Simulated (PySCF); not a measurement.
A species of formula C5H13F3Si2 has this rotational fingerprint, computed with PBE0/pcSseg-1 in PySCF (dipole) on a GFN2-xTB geometry, gas phase:

```
Rotational constants : A = 1165, B = 600.8, C = 447.1 MHz
Dipole components    : |μa| = 0.03 D, |μb| = 2.45 D, |μc| = 0.56 D
Inertial defect      : -144.71 u·Å²
κ                    : -0.57
```

Problem. Which candidate fits, each taken in the one conformer that was computed?
A. `[CH3:1][CH2:2][CH2:3][Si@@H:4]([SiH2:5][CH3:6])[C:7]([F:8])([F:9])[F:10]` with C1–C2–C3–Si4 -178°, C2–C3–Si4–Si5 -179°, C3–Si4–Si5–C6 176°
B. `[CH3:1][CH2:2][C@H:3]([SiH3:4])[CH2:5][SiH2:6][C:7]([F:8])([F:9])[F:10]` with C1–C2–C3–Si4 63°, C2–C3–C5–Si6 -56°, C3–C5–Si6–C7 -51°
C. `[CH3:1][SiH2:2][Si@H:3]([CH:4]([CH3:5])[CH3:6])[C:7]([F:8])([F:9])[F:10]` with C1–Si2–Si3–C4 72°, Si2–Si3–C4–C5 60°
D. `[CH3:1][CH2:2][CH2:3][C:4]([SiH3:5])([SiH3:6])[C:7]([F:8])([F:9])[F:10]` with C1–C2–C3–C4 175°, C2–C3–C4–Si5 -51°

Solution. A. It is CCC[Si@@H]([SiH2]C)C(F)(F)F, an asymmetric top, point group C1. The candidates at the same level (rigid rotor, commonest isotopes):

| SMILES | A (MHz) | B (MHz) | C (MHz) | μa (D) | μb (D) | μc (D) | Δ (u·Å²) | point group | rotor |
| --- | --- | --- | --- | --- | --- | --- | --- | --- | --- |
| CC[C@H]([SiH3])C[SiH2]C(F)(F)F | 1513 | 498.6 | 463.9 | 1.87 | 1.24 | 1.29 | -257.98 | C1 | near-prolate asymmetric top |
| CCCC([SiH3])([SiH3])C(F)(F)F | 1079 | 744.1 | 693.4 | 1.39 | 1.76 | 0.26 | -418.68 | C1 | asymmetric top |
| CCC[Si@@H]([SiH2]C)C(F)(F)F | 1165 | 600.8 | 447.1 | 0.03 | 2.45 | 0.56 | -144.71 | C1 | asymmetric top |
| C[SiH2][Si@H](C(C)C)C(F)(F)F | 916.0 | 860.8 | 537.7 | 0.15 | 2.65 | 0.24 | -198.93 | C1 | asymmetric top |

`CC[C@H]([SiH3])C[SiH2]C(F)(F)F` has A 30 % too high; `CCCC([SiH3])([SiH3])C(F)(F)F` has C 55 % too high; `C[SiH2][Si@H](C(C)C)C(F)(F)F` has B 43 % too high. No structure here is proved a minimum.
